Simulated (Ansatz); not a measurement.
BClH$_{6}$OSi$_{2}$ (`BO[SiH]([SiH3])Cl`), relaxed with RKS PBE0-D4/def2-TZVP in Ansatz 0.2.0 from a PBE-D4/def2-SVP geometry. The force threshold is 0.005 eV/Å; the program also tests the step.

Total charge 0; spin multiplicity 1.

Start:

```xyz
11

B    -1.119    0.969   -1.980
O    -0.765    0.793   -0.676
Si    0.710    0.283   -0.002
Si    0.207   -1.229    1.721
Cl    1.622    1.949    0.848
H    -2.254    1.350   -2.205
H    -0.313    0.742   -2.874
H     1.602   -0.227   -1.098
H    -0.506   -2.431    1.165
H    -0.670   -0.533    2.723
H     1.487   -1.667    2.379
```

Question: By how much does the energy fall, and how many steps does the optimiser take? (Estimate.)

Answer: The calculation gave: 1.47 kcal/mol, in 13 steps.

Question: Which bonds change most? (Best estimate.)

Answer: The calculation gave: O2–Si3 from 1.700 to 1.654 Å; Si3–Cl5 from 2.081 to 2.054 Å; B1–H7 from 1.225 to 1.203 Å; B1–H6 from 1.218 to 1.197 Å.

Question: Give the relaxed structure. (Estimate.)

Answer: The calculation gave: 
```xyz
11

B    -1.097    0.980   -1.976
O    -0.764    0.754   -0.686
Si    0.665    0.274   -0.005
Si    0.206   -1.223    1.728
Cl    1.584    1.933    0.783
H    -2.216    1.335   -2.212
H    -0.279    0.816   -2.843
H     1.557   -0.252   -1.069
H    -0.500   -2.416    1.189
H    -0.644   -0.554    2.745
H     1.489   -1.649    2.346
```
